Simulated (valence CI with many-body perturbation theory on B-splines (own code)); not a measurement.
**Au66+: fill in the table**

Calculated by valence CI with perturbative core correlation (CI+MBPT): three valence electrons over a frozen Dirac-Fock core [Ne], a basis of 11 s, 11 p, 10 d, 8 f, 5 g, 2 h functions for each j, with the one-electron correlation potential Σ1 (screened to all orders), the two-electron term Σ2, the three-electron term Σ3, Breit, model QED; selected single and double excitations, second order for the rest, scaled by the run's own slope (own B-spline code, finite nucleus).

No measured spectrum was set against this ion. As an estimate, large intervals hold to a few tenths of a per cent, small ones and those within an open d or f shell to about a per cent.

| Level | E (Ry) |
| --- | --- |
| (3s^2 3p1/2) J=1/2 | 0.000 |
| (3s 3p1/2^2) J=1/2 | 13.719 |
| (3s^2 3p3/2) J=3/2 | 36.572 |
| (3s 3p1/2 3p3/2) J=3/2 [a] | 47.822 |
| (3s 3p1/2 3p3/2) J=5/2 | 49.293 |
| (3s 3p1/2 3p3/2) J=3/2 [b] | ? |
| (3s 3p1/2 3p3/2) J=1/2 | 51.754 |
| (3s^2 3d3/2) J=3/2 | ? |
| (3s^2 3d5/2) J=5/2 | ? |
| (3s 3p1/2 3d3/2) J=3/2 [a] | 64.208 |
| (3s 3p1/2 3d3/2) J=3/2 [b] | 65.240 |
| (3s 3p1/2 3d3/2) J=5/2 | 66.108 |
| (3s 3p1/2 3d3/2) J=1/2 | ? |
| (3s 3p1/2 3d3/2) J=3/2 [c] | 68.885 |
| (3s 3p1/2 3d5/2) J=5/2 [a] | ? |
| (3s 3p1/2 3d5/2) J=7/2 | 75.457 |
| (3s 3p1/2 3d5/2) J=5/2 [b] | 76.261 |
| (3s 3p1/2 3d5/2) J=3/2 | 76.611 |
| (3p1/2^2 3d3/2) J=3/2 | ? |
| (3s 3p3/2^2) J=5/2 | 85.311 |

Levels are named by their leading jj configuration (3d3/2^4 stands for four electrons in 3d with j = 3/2), which in mixed levels can hold well under half, so a name can repeat and another be missing. Letters in brackets count levels of one name in rising energy.

Problem. The levels stand in rising order. What does the calculation give for the missing energies?

Solution. (3s 3p1/2 3p3/2) J=3/2 [b] 50.907; (3s^2 3d3/2) J=3/2 55.322; (3s^2 3d5/2) J=5/2 62.726; (3s 3p1/2 3d3/2) J=1/2 68.252; (3s 3p1/2 3d5/2) J=5/2 [a] 74.275; (3p1/2^2 3d3/2) J=3/2 81.364.
